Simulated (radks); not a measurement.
Initial-state core-level shifts of neutral holmium when its valence configuration changes from [Xe] 4f11 6s2. All-electron calculation, Dirac Kohn-Sham, PBE, spin-unpolarised, spherical densities, finite nucleus; open shells fill j = l - 1/2 first; Fermi nuclear charge, rms radius 5.2022 fm. Program: a radial shooting solver on a logarithmic mesh with Libxc functionals. Shifts are changes of the shell-averaged eigenvalues in eV (positive: less bound); the change of the density at the nucleus, which sets a Mossbauer isomer shift, is in e/bohr^3, on a base of 8.054e+05.

\begin{tabular}{lrrrrr}
valence & 2s & 2p & 3s & 4d & density at nucleus \\ \hline
4f10 6s2 6p1 & -9.967 & -9.890 & -10.688 & -10.110 & +58.05 \\
4f9.5 5d0.5 6s2 6p1 & -13.877 & -13.752 & -15.089 & -14.033 & +82.33 \\
4f9 6s2 6p2 & -21.714 & -21.531 & -23.396 & -21.776 & +129.73 \\
4f11 6s1.5 6p0.5 & -0.651 & -0.652 & -0.642 & -0.651 & -12.55 \\
4f11 6s1 6p1 & -1.269 & -1.271 & -1.251 & -1.268 & -26.21 \\
4f10 5d1 6s2 & -6.838 & -6.762 & -7.614 & -6.991 & +41.69 \\
4f8.5 5d0.5 6s2 6p2 & -26.130 & -25.889 & -28.413 & -26.095 & +157.06 \\
\end{tabular}
